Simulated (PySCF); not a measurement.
Species: C6H9BO.
SMILES: `CB(C)c1ccco1`

Level: CAM-B3LYP/def2-SVPD in PySCF, non-relativistic, on one gas-phase PBE0-D3(BJ)/def2-SVP geometry that isn't relaxed in the solvent. The solvent is an IEF-PCM continuum (cavity from Bondi-type radii × 1.2), and excitations are vertical TDDFT with non-equilibrium linear response and a frozen core. Only the electrostatic response of the medium enters.

```
run  E − E(gas) (kcal/mol)  HOMO (eV)  HOMO–LUMO gap (eV)  dipole (D)  lowest singlet (eV)  static polarisability (au)
gas                   0.00      -8.12                7.91        1.15                 5.16                        89.4
  P                  -2.90      -8.12                7.92        1.54                 5.05                       121.8
  Q                  -1.23      -8.10                7.91        1.30                 5.01                       102.2
```

Q: The runs were made in benzene and water. Which run belongs to which solvent?

A: P = water, Q = benzene. The dielectric constants are 2.271 (benzene), 78.36 (water), and the energy falls further as ε rises. The optical constants n² used for the excitations are 2.25, 1.78 in the same order. In this model the ground state sees the solvent through ε alone.

Q: How constant is the ratio of the lowering to (ε − 1)/(2ε + 1)?

A: 
```csv
solvent,(ε − 1)/(2ε + 1),E − E(gas) (kcal/mol),ratio (kcal/mol),polarisation term (kcal/mol)
benzene,0.229,-1.23,-5.4,-1.29
water,0.490,-2.90,-5.9,-3.30
```

The ratio changes by +10.3 % in size from benzene to water. The polarisation term is half the interaction of the solute with the induced surface charges.

The values belong to the conformer `[CH3:1][B:2]([CH3:3])[c:4]1[cH:5][cH:6][cH:7][o:8]1`: C1–B2–C4–C5 -175°.
